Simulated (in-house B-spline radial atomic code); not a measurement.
# RPA and G0W0 on PBEsol: the boron ion B²⁺

Configuration [He] 2s1, highest spin, mean-field start PBEsol. Computed with an all-electron radial atomic-structure program (B-spline basis): all electrons, non-relativistic, point nucleus, each spin shell either full or empty, empty states to l = 9 with an (l + 1/2)⁻⁴ tail; G0W0 by contour deformation at full frequency.

RPA overbinds a lone outer s electron by self-correlation, and G0W0 tends to as well.

Command:
```bash
python run_gw.py task.json out
```
Settings (radii: box in bohr, nucleus in fm):
```
Z                        5
electrons                3
configuration            [He] 2s1
hamiltonian              nr
method                   pbesol
lmax                     9
spin_polarised           True
box_radius               17.55
intervals                45
ion_configuration        1s2
```

Cost of the run: 1.3 s on 1 thread of Arm Neoverse N1 (shared host).

Energies (hartree):

```csv
term,value
mean-field total,-23.26580
Hartree-Fock functional on these orbitals,-23.37396
direct second order,-0.15371
second-order exchange,0.10233
SOSEX correction,0.084032
```

What is the RPA correlation energy, and what remains with SOSEX?

RPA gives -0.13219 hartree (-1.2 eV per electron); RPA + SOSEX gives -0.048154, and the second-order doubles -0.051381 hartree (no singles). SOSEX takes back 64 % of the RPA value.

Quasi-particle levels (eV):

```csv
level,occupied,mean field,Σx - vxc,Σc,QP weight,G0W0
2s up,yes,-32.46,-5.39,?,?,?
2s down,no,-27.039,4.51,-2.57,0.866,-25.098
```

G0W0 = mean field + (Σx - vxc) + Σc, with Σc (partial-wave tail included) taken at the quasi-particle energy. Levels of low weight are left out.

Where does G0W0 put 2s up?

At -38.94 eV, with Σc = -1.09 eV and a quasi-particle weight of 0.936. The tabulated removal energy is 37.931 eV (NIST, measured).

What does it cost to remove one electron (to 1s2) by differences of total energies, each species on its own start (correlation terms add to the Hartree-Fock functional)?

PBEsol 37.98 eV, Hartree-Fock functional 37.80 eV, + RPA 38.96 eV, + RPA + SOSEX 37.89 eV, + second order 37.91 eV. Tabulated: 37.931 eV (NIST, measured).
